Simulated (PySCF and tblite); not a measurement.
The numbers below are computed, except where a source is named.
Molecule: CH10FNSi3, numbered as in [CH3:1][SiH2:2][NH:3][SiH2:4][SiH2:5][F:6]. The mean out-of-plane torsion at N3 (0° is planar) is held and the rest relaxed at GFN2-xTB.

```bash
OMP_NUM_THREADS=1 python ens_run.py task.json out
```

```json
{"job": {"smiles": "C[SiH2]N[SiH2][SiH2]F", "charge": 0, "mult": 1, "motion": "pyramidal angle", "atoms": [2], "drives": [{"terms": [["t", [11, 1, 3, 2], 0.3333333333333333], ["t", [1, 3, 11, 2], 0.3333333333333333], ["t", [3, 11, 1, 2], 0.3333333333333333]], "values": [-1.3, -1, -0.7, -0.35, 0, 0.35, 0.7, 1, 1.3], "scaled": true}], "study": "scan", "seed": 871, "jobs": [{"kind": "nmr", "xc": "PBE0", "basis": "pcSseg-1", "solvent": "cyclohexane", "every": 1}], "xc": "PBE0", "basis": "pcSseg-1", "kind": "scan"}, "charge": 0, "multiplicity": 1}
```

```
coordinate    xTB      DFT (kcal/mol)
   -14.20    1.189    0.623
   -10.90    0.931    0.487
    -7.60    0.707    0.277
    -3.60    0.545    0.220
     0.30    0.319    0.106
     4.20    0.146    0.025
     8.10    0.034    0.000
    11.30    0.000    0.096
    14.60    0.038    0.214
```

(1) How long did the task, with 9 DFT runs on 16 atoms, take on 1 thread of Intel Xeon Platinum 8259CL @ 2.50GHz (shared host) (rough)?

Results:

(1) About 5.9 min; peak memory 0.99 GiB. Times from shared hosts are rough.
